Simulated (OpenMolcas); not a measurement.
Multiplet structure of C I

```json
{
  "Program": "OpenMolcas 26.06",
  "Method": "CASSCF",
  "Basis": "ANO-RCC-VQZP [5s4p3d2f1g]",
  "Scalar Hamiltonian": "DKH2, point nucleus",
  "Active space": "2 electrons in 3 orbitals (2p)",
  "State averaging": "2S+1 = 3 even, 3 roots; 2S+1 = 1 even, 6 roots",
  "Spin-orbit coupling": "state interaction with AMFI integrals over the reference wave functions, term energies averaged over their components"
}
```

Spin-free terms above the lowest, with the occupations of the reference:

```csv
Configuration,Term,E (cm⁻¹),Occupations
2s² 2p²,³P,0.0,2p 2.00
2s² 2p²,¹D,12594,2p 2.00
2s² 2p²,¹S,30937,2p 2.00
```

With spin-orbit coupling, above the lowest level:

| Configuration | Term | J | E (cm⁻¹) | Measured (cm⁻¹) | g | Term weight % |
| --- | --- | --- | --- | --- | --- | --- |
| 2s² 2p² | ³P | 0 | 0.0 | 0.0 |  | 100 |
| 2s² 2p² | ³P | 1 | 15.7 | 16.4 | 1.501 | 100 |
| 2s² 2p² | ³P | 2 | 46.9 | 43.4 | 1.501 | 100 |
| 2s² 2p² | ¹D | 2 | 12625 | 10193 | 1.000 | 100 |
| 2s² 2p² | ¹S | 0 | 30969 | 21648 |  | 100 |

Against the 4 measured excited levels shown (NIST Handbook of Basic Atomic Spectroscopic Data) the mean absolute deviation is 2900 cm-1; the largest miss in energy is 2s² 2p² ¹S₀: computed 30969, measured 21648 cm⁻¹ (+43.1 %).

Spin-orbit coupling puts the lowest level 31.3 cm⁻¹ below the lowest spin-free term.

For ³P the intervals divided by the larger J are 15.7, 15.6 cm-1. Landé's interval rule makes them equal in pure LS coupling; they differ by 1 % of their mean. The multiplet is regular.

Without dynamic correlation excited terms often stand tens of per cent too high (terms of higher spin than the ground term too low), and those without a measured partner can miss by more than the paired ones. With the s shell closed, the reference lacks s² → p² mixing. Computed and measured levels are paired by configuration, term and J; levels that our copy of the source lacks, or whose pairing is in doubt (as where it misses far off the trend of its configuration), stay unpaired and out of the deviations. Only configurations of the active space appear.

The term weight is that of the spin-free term in the level, not the purity of its configuration.
